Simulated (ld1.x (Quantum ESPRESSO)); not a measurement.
**An all-electron radial function and its pseudo partner (silver (Ag))**

Columns: radius, all-electron u(r) and pseudo u(r) of the 5s shell (level -31.75 eV) of silver in the configuration [Ar] 3d10 4s2 4p6 4d8 5s0 5p0; LDA (PZ), scalar-relativistic, TM scheme, ld1.x (Quantum ESPRESSO) 7.5.

| r (bohr) | all-electron | pseudo |
| --- | --- | --- |
| 0.093 | -0.1710 | 0.1050 |
| 0.185 | 0.1066 | 0.1948 |
| 0.278 | 0.2578 | 0.2596 |
| 0.370 | 0.1309 | 0.2917 |
| 0.463 | -0.0952 | 0.2933 |
| 0.555 | -0.2828 | 0.2730 |
| 0.648 | -0.3837 | 0.2425 |
| 0.740 | -0.3944 | 0.2135 |
| 0.833 | -0.3343 | 0.1927 |
| 0.925 | -0.2287 | 0.1848 |
| 1.018 | -0.0967 | 0.1924 |
| 1.110 | 0.0425 | 0.2183 |
| 1.203 | 0.1807 | 0.2667 |
| 1.295 | 0.3075 | 0.3378 |
| 1.388 | 0.4214 | 0.4270 |
| 1.480 | 0.5180 | 0.5183 |
| 1.573 | 0.5987 | 0.5987 |
| 1.665 | 0.6621 | 0.6621 |
| 1.758 | 0.7105 | 0.7105 |
| 1.850 | 0.7441 | 0.7441 |
| 1.943 | 0.7653 | 0.7653 |
| 2.035 | 0.7750 | 0.7750 |
| 2.128 | 0.7750 | 0.7750 |
| 2.220 | 0.7669 | 0.7669 |
| 2.313 | 0.7519 | 0.7519 |
| 2.405 | 0.7315 | 0.7315 |

(1) How many radial nodes do the two functions have?

(2) At about which radius was the pseudo-wave matched?

(3) Where does each function peak?

(4) Is the pseudo-wave norm-conserving?

Results:

(1) The all-electron 5s function has n − l − 1 = 4 (the table is too coarse to show those close to the nucleus); the pseudo-wave has 0, since the states of the same l below it are removed with the core.

(2) 1.55 bohr, where the columns begin to agree (steps of 0.09 bohr).

(3) Outermost all-electron maximum near 2.04 bohr, pseudo maximum near 2.04 bohr (to the table’s step).

(4) Yes: the TM scheme keeps the norm inside the radius equal to the all-electron one, which fixes the energy derivative of the logarithmic derivative at the level.
